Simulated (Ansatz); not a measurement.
Compare A (`CNB[SiH2]O`) with its isomer B (`CB(N)[SiH2]O`).

Computed with Ansatz on PBE0-D4/def2-TZVP structures; ΔE is electronic, products minus reactants. CBS: MP2 limit from def2 TZ/QZ plus the TZ coupled-cluster correction, frozen cores. DFT in def2-TZVPP. B3LYP here is the variant with VWN-RPA as its local correlation; programs differ in this. Each species was taken in one conformer, which may not be the lowest.

Q: Which is lower in electronic energy at CCSD(T)/CBS, and by how much? (An estimate is asked.)

A: The calculation gave: B, by 16.9 kcal/mol.

Q: Give E(B) − E(A) in kcal/mol with PBE0-D4, B3LYP-D4, CCSD(T)/def2-TZVPP, MP2/def2-TZVPP, ωB97M-V, r2SCAN-D4, B3LYP. (Estimate.)

A: The calculation gave: PBE0-D4 -17.3, B3LYP-D4 -16.6, CCSD(T)/def2-TZVPP -16.5, MP2/def2-TZVPP -17.4, ωB97M-V -17.3, r2SCAN-D4 -17.7, B3LYP -16.0. None reverses the order clearly.

Largest T1 diagnostic: 0.013.

In def2-TZVPP, CCSD(T) changes the Hartree–Fock value by −1.1 kcal/mol (the triples alone add −0.0 kcal/mol) and MP2 by −2.0 kcal/mol.
